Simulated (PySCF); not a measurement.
PySCF input for C₇H₇, SMILES c1(cc[c]cc1)C, multiplicity 2, PBE-D3(BJ)/def2-SVP. Geometry optimised at PBE-D3(BJ)/def2-SVP. The isomer is the one that the SMILES or the coordinates give; other isomers of the formula were not compared.

```python
import numpy as np
from pyscf import gto, scf, dft, df
from pyscf.hessian import thermo

mol = gto.M(
    atom='''
    C     2.35096818   -0.16708655    0.13079638
    C     0.84720262   -0.05503276    0.05406860
    C     0.21490977    1.20382806   -0.00284210
    C    -1.19062005    1.31531605   -0.08904530
    C    -1.90676018    0.13282514   -0.11374821
    C    -1.35835659   -1.13751256   -0.05972780
    C     0.04685660   -1.21822726    0.02600992
    H     2.77123958   -0.58984684   -0.80631961
    H     2.82601086    0.81954611    0.29372913
    H     2.66691545   -0.83792072    0.95582980
    H     0.82840170    2.11973832    0.02153227
    H    -1.67292477    2.30490264   -0.13143776
    H    -1.97301056   -2.05161654   -0.07950827
    H     0.52816564   -2.20946351    0.07310568
    ''',
    basis='def2-SVP',
    charge=0,
    spin=1,
    max_memory=1600,
    verbose=3,
)
mf = dft.UKS(mol, xc='pbe').density_fit(auxbasis='def2-universal-jkfit')
mf.disp = 'd3bj'
mf.grids.level = 3
mf.conv_tol = 1e-11
mf.max_cycle = 100
mf.kernel()
fine, coarse = mf.grids, dft.Grids(mol).set(level=1).build(with_non0tab=True)
for _ in range(3):  # follow internal instabilities
    mf.grids = coarse
    mo, _, stable, _ = mf.stability(return_status=True, nroots=4)
    mf.grids = fine
    if stable:
        break
    mf.kernel(mf.make_rdm1(mo, mf.mo_occ))

# [left out here: the lines that compute and print the analytic Hessian (its translational invariance restored by hand, since the grid's response is missing), thermochemistry and intensities]
```

Program output:

```
[...]
Normal mode                   x     y     z       x     y     z       x     y     z
       0   C                 0.01 -0.00  0.00    0.07 -0.00  0.00    0.00  0.02 -0.00
       1   C                -0.01  0.00 -0.00   -0.19  0.01 -0.01   -0.00 -0.06  0.00
       2   C                -0.04  0.04 -0.00   -0.05  0.01 -0.00    0.00 -0.02  0.00
       3   C                 0.03  0.01  0.00    0.05 -0.05  0.00    0.05  0.01  0.00
       4   C                 0.02 -0.00  0.00    0.01 -0.00  0.00    0.00  0.08 -0.00
       5   C                 0.03 -0.01  0.00    0.05  0.05  0.00   -0.05  0.02 -0.00
       6   C                -0.05 -0.03 -0.00   -0.04  0.00 -0.00   -0.00 -0.02  0.00
       7   H                 0.02 -0.00  0.01    0.17  0.01  0.04   -0.03 -0.05  0.02
       8   H                 0.01  0.00 -0.00    0.22 -0.06  0.01    0.04 -0.00  0.01
       9   H                 0.01 -0.01 -0.01    0.19  0.02 -0.01   -0.04 -0.04 -0.03
      10   H                -0.40  0.28 -0.03    0.20 -0.17  0.02   -0.36  0.22 -0.02
      11   H                 0.40  0.18  0.02    0.15 -0.01  0.01   -0.41 -0.21 -0.02
      12   H                 0.38 -0.24  0.03    0.18 -0.03  0.01    0.36 -0.26  0.03
      13   H                -0.44 -0.22 -0.02    0.21  0.14  0.01    0.38  0.16  0.02
Mode                                21                  22                  23
Irrep
Freq [cm^-1]                     1341.3973           1343.0975           1369.1285
Reduced mass [au]                   1.7941              2.0302              3.2233
Force const [Dyne/A]                1.9020              2.1578              3.5599
Char temp [K]                    1929.9721           1932.4182           1969.8711
Normal mode                   x     y     z       x     y     z       x     y     z
       0   C                -0.09  0.04 -0.00    0.10  0.00  0.00    0.03  0.05 -0.00
       1   C                 0.02 -0.03  0.00   -0.03 -0.00 -0.00   -0.02 -0.16  0.00
       2   C                 0.10 -0.02  0.01    0.09 -0.02  0.01   -0.02  0.08 -0.00
       3   C                -0.08  0.01 -0.01   -0.08 -0.01 -0.00    0.03  0.05  0.00
       4   C                -0.00 -0.01  0.00    0.01  0.01  0.00   -0.01 -0.12  0.00
       5   C                 0.07 -0.01  0.00    0.09 -0.00  0.01   -0.02  0.05 -0.00
       6   C                -0.08  0.01 -0.01   -0.11 -0.02 -0.01    0.03  0.07  0.00
       7   H                 0.32 -0.11  0.23   -0.33 -0.02 -0.17   -0.11 -0.31  0.10
       8   H                 0.26 -0.13 -0.02   -0.26  0.15  0.05   -0.13  0.10  0.09
       9   H                 0.32 -0.06 -0.22   -0.31 -0.02  0.13   -0.05 -0.19 -0.16
      10   H                -0.17  0.17 -0.01   -0.10  0.12 -0.01    0.00  0.07  0.00
      11   H                 0.05  0.08  0.00    0.10  0.08  0.00    0.07  0.07  0.00
      12   H                -0.09  0.10 -0.01   -0.02  0.07 -0.00   -0.05  0.08 -0.00
      13   H                 0.13  0.12  0.00    0.20  0.14  0.01    0.02  0.07 -0.00
Mode                                24                  25                  26
Irrep
Freq [cm^-1]                     1406.4590           1421.2689           1438.5130
Reduced mass [au]                   1.0458              1.2720              2.8586
Force const [Dyne/A]                1.2188              1.5139              3.4853
Char temp [K]                    2023.5813           2044.8895           2069.6999
Normal mode                   x     y     z       x     y     z       x     y     z
       0   C                 0.01 -0.00  0.05    0.02  0.02  0.00    0.03 -0.00  0.00
       1   C                -0.01 -0.01  0.02    0.00  0.09  0.00   -0.08  0.01 -0.00
       2   C                -0.00  0.01 -0.00   -0.02 -0.02 -0.00    0.00 -0.06  0.00
       3   C                 0.00  0.00  0.00   -0.00 -0.04  0.00    0.11  0.08  0.01
       4   C                -0.00 -0.01 -0.00    0.01  0.08 -0.00   -0.08  0.01 -0.01
       5   C                 0.00  0.01 -0.00    0.00 -0.03  0.00    0.10 -0.10  0.01
       6   C                -0.00  0.00 -0.00    0.00 -0.03  0.00    0.01  0.06 -0.00
       7   H                 0.31  0.29  0.04    0.06 -0.47  0.23    0.01 -0.01 -0.00
       8   H                -0.02  0.13 -0.68   -0.41  0.21  0.05   -0.00  0.01 -0.00
       9   H                -0.36 -0.38 -0.14    0.15 -0.35 -0.34    0.01 -0.02 -0.00
      10   H                 0.01  0.00 -0.00    0.08 -0.09  0.01   -0.22  0.08 -0.01
      11   H                 0.01  0.01  0.00    0.00 -0.04  0.00   -0.27 -0.11 -0.01
      12   H                 0.00  0.01  0.00    0.02 -0.05  0.00   -0.26  0.14 -0.02
      13   H                 0.02  0.01  0.01   -0.03 -0.05 -0.00   -0.24 -0.05 -0.01
Mode                                27                  28                  29
Irrep
Freq [cm^-1]                     1570.6393           1602.6088           2968.5831
Reduced mass [au]                   6.0901              7.8687              1.0387
Force const [Dyne/A]                8.8518             11.9071              5.3932
Char temp [K]                    2259.8003           2305.7972           4271.1301
Normal mode                   x     y     z       x     y     z       x     y     z
       0   C                -0.02  0.00 -0.00    0.00 -0.01  0.00    0.05 -0.01 -0.01
       1   C                 0.13 -0.01  0.01    0.00  0.13 -0.00   -0.00  0.00  0.00
       2   C                -0.13  0.06 -0.01    0.04 -0.08  0.00   -0.00 -0.00 -0.00
       3   C                 0.09  0.01  0.01    0.05  0.09  0.00    0.00 -0.00 -0.00
       4   C                -0.03 -0.01 -0.00   -0.01 -0.16  0.00   -0.00  0.00 -0.00
       5   C                 0.09 -0.01  0.01   -0.04  0.10 -0.00    0.00 -0.00  0.00
       6   C                -0.14 -0.05 -0.01   -0.04 -0.07 -0.00   -0.00  0.00 -0.00
       7   H                -0.03  0.01 -0.01    0.02 -0.03  0.02   -0.24  0.25  0.57
       8   H                -0.00 -0.01  0.01   -0.07  0.03  0.00   -0.19 -0.41 -0.07
       9   H                -0.02  0.02  0.01    0.05 -0.02 -0.03   -0.14  0.33 -0.42
      10   H                 0.15 -0.12  0.01   -0.10  0.01 -0.01    0.01  0.01  0.00
      11   H                -0.03 -0.05 -0.00   -0.09  0.03 -0.01    0.00  0.00  0.00
      12   H                -0.01  0.06 -0.00    0.09  0.01  0.01    0.00 -0.00  0.00
      13   H                 0.18  0.11  0.01    0.08 -0.01  0.01    0.01 -0.01  0.00
Mode                                30                  31                  32
Irrep
Freq [cm^-1]                     3043.4422           3074.0259           3091.6918
Reduced mass [au]                   1.1011              1.1031              1.0876
Force const [Dyne/A]                6.0092              6.1413              6.1253
Char temp [K]                    4378.8357           4422.8388           4448.2561
Normal mode                   x     y     z       x     y     z       x     y     z
       0   C                -0.00 -0.00 -0.09   -0.01 -0.09  0.00   -0.00  0.00 -0.00
       1   C                 0.00 -0.00 -0.00    0.00 -0.00  0.00   -0.00 -0.00 -0.00
       2   C                 0.00  0.00 -0.00    0.00  0.00  0.00   -0.01 -0.01 -0.00
       3   C                 0.00  0.00  0.00    0.00 -0.00  0.00   -0.00  0.01 -0.00
       4   C                -0.00 -0.00 -0.00   -0.00  0.00 -0.00   -0.00  0.00 -0.00
       5   C                 0.00 -0.00  0.00   -0.00 -0.00 -0.00   -0.01 -0.03 -0.00
       6   C                 0.00 -0.00  0.00   -0.00  0.00 -0.00   -0.03  0.07 -0.00
       7   H                -0.25  0.26  0.55   -0.08  0.06  0.18    0.00 -0.00 -0.01
       8   H                 0.07  0.16  0.01    0.35  0.73  0.12   -0.00 -0.01 -0.00
       9   H                 0.18 -0.41  0.48   -0.12  0.24 -0.32    0.01 -0.01  0.01
      10   H                -0.00 -0.00 -0.00   -0.03 -0.04 -0.00    0.10  0.16  0.00
      11   H                -0.00  0.00 -0.00   -0.00  0.01 -0.00    0.05 -0.10  0.00
      12   H                -0.00 -0.00 -0.00    0.01  0.01  0.00    0.20  0.30  0.01
      13   H                -0.00  0.00 -0.00    0.01 -0.03  0.00    0.37 -0.77  0.04
Mode                                33                  34                  35
Irrep
Freq [cm^-1]                     3094.3199           3112.0779           3114.0835
Reduced mass [au]                   1.0874              1.0932              1.0957
Force const [Dyne/A]                6.1345              6.2383              6.2601
Char temp [K]                    4452.0374           4477.5872           4480.4728
Normal mode                   x     y     z       x     y     z       x     y     z
       0   C                -0.00 -0.00 -0.00   -0.00 -0.00  0.00    0.00  0.00  0.00
       1   C                -0.00  0.00 -0.00    0.00  0.00 -0.00    0.00 -0.00  0.00
       2   C                -0.04 -0.06 -0.00   -0.01 -0.02 -0.00    0.02  0.02  0.00
       3   C                -0.01  0.03 -0.00    0.02 -0.04  0.00   -0.03  0.05 -0.00
       4   C                -0.00 -0.00 -0.00    0.00  0.00 -0.00   -0.00 -0.00 -0.00
       5   C                 0.00  0.00  0.00   -0.03 -0.05 -0.00   -0.03 -0.04 -0.00
       6   C                 0.01 -0.02  0.00    0.01 -0.02  0.00    0.01 -0.02  0.00
       7   H                -0.00  0.00  0.01   -0.00  0.00  0.00   -0.00  0.00  0.00
       8   H                 0.02  0.04  0.01    0.00  0.00  0.00   -0.01 -0.01 -0.00
       9   H                -0.00  0.01 -0.01   -0.00  0.00 -0.00   -0.00  0.00 -0.00
      10   H                 0.47  0.70  0.02    0.12  0.19  0.00   -0.18 -0.27 -0.01
      11   H                 0.16 -0.35  0.01   -0.24  0.49 -0.02    0.29 -0.60  0.03
      12   H                -0.03 -0.04 -0.00    0.39  0.58  0.01    0.30  0.45  0.01
      13   H                -0.09  0.19 -0.01   -0.12  0.24 -0.01   -0.11  0.22 -0.01
temperature 298.1500 [K]
pressure 101325.00 [Pa]
Rotational constants [GHz] 5.37418 2.63971 1.79031
Symmetry number 1
Zero-point energy (ZPE) 0.11147 [Eh]   292656.958 [J/mol]
                           tot       elec      trans        rot        vib
Entropy [J/mol/K]       317.449      5.763    165.022    112.715     33.949
Cv [J/mol/K]             90.850      0.000     12.472     12.472     65.907
Cp [J/mol/K]             99.165      0.000     20.786     12.472     65.907
Internal energy [J/mol]                      3718.434   3718.434 299610.177
Internal energy [Eh]   -270.22064  -270.33759
Enthalpy [J/mol]                             6197.391   3718.434 299610.177
Enthalpy [Eh]          -270.21969
Gibbs free energy [J/mol]                  -43003.942 -29887.522 289488.351
Gibbs free energy [Eh] -270.25574
mode   freq/cm-1   IR/(km/mol)
   1      -12.68         0.334
   2      217.95         0.403
   3      337.41         0.228
   4      388.04         0.013
   5      450.95        17.484
   6      516.61         2.696
   7      591.11         0.173
   8      667.39         0.178
   9      755.38        34.936
  10      767.02         4.369
  11      780.16         0.071
  12      913.20         0.305
  13      934.80         0.004
  14      958.07         0.962
  15      965.52         1.048
  16     1010.09         5.219
  17     1029.92         8.445
  18     1073.97         7.412
  19     1132.43         0.764
  20     1201.40         0.933
  21     1245.66         0.297
  22     1341.40         0.943
  23     1343.10         1.553
  24     1369.13         0.158
  25     1406.46         6.900
  26     1421.27        10.130
  27     1438.51        10.235
  28     1570.64         3.110
  29     1602.61         0.742
  30     2968.58        22.527
  31     3043.44         9.357
  32     3074.03         8.182
  33     3091.69         7.535
  34     3094.32         8.620
  35     3112.08        11.150
  36     3114.08         0.196
max |gradient| / (hartree/bohr): 2.7488974867337177e-05
APT charges: [ 0.0401  0.0409 -0.0177 -0.0325 -0.1086 -0.0368 -0.0192 -0.012   0.0002
 -0.0075  0.0214  0.0553  0.0545  0.0221]
```

Self-consistency was reached. The end point has an imaginary mode, so it is no minimum.
